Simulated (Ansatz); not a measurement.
Problem. Name a neutral molecule of C, F, S, Si and H with LUMO energy (ωB97M-V/def2-TZVPP) between -1.20 and -0.90 eV and HOMO energy (ωB97M-V/def2-TZVPP) between -9.20 and -8.90 eV (Ansatz, PBE0-D4/def2-TZVP geometry).

Solution. `F[SiH2]C=S` (-0.92 eV, -9.03 eV). Other molecules can fit too; these were computed, each in one conformer that needn't be the lowest.
